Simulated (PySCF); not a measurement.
**Correlation energy of Mo (molybdenum, neutral)**

[Kr] 4d6, high-spin 5D determinant (an excited configuration). Calculation: PySCF 2.14, in def2-TZVPPD with the def2 core potential (28 electrons); scalar relativity through the core potential. Frozen: 4s2 4p6; 6 electrons correlated.

```csv
level,correlation energy (mhartree)
CCSD,-122.45
(T),-14.09
CCSD(T),-136.54
```

Diagnostics: T1 = 0.0066, D1 = 0.0112, largest double amplitude 0.190.

Is a single reference adequate?

Not fully. A double-excitation amplitude exceeds 0.15, a sign of near-degeneracy.
